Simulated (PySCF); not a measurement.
BH3N, SMILES [BH]N (connectivity only; charge and spin as stated), charge +1, multiplicity 1.

Geometry: TPSSh-D3(BJ)/def2-TZVP. The spin state was assumed, not searched. The isomer is the one that the SMILES or the coordinates give; other isomers of the formula were not compared.

Computed with PBE/def2-TZVPD in PySCF.

Gas-phase values at a fixed geometry.

Computed frontier levels, gap, dipole moment and polarisability:
The highest occupied level is -15.54 eV. The lowest empty level is -9.97 eV and the orbital gap is 5.57 eV. The dipole moment about the centre of nuclear charge is 0.34 D and the mean static polarisability comes out as 17.7 bohr³ (2.62 Å³). The polarisability, principal values is 14.3, 15.4, 23.3 bohr³.
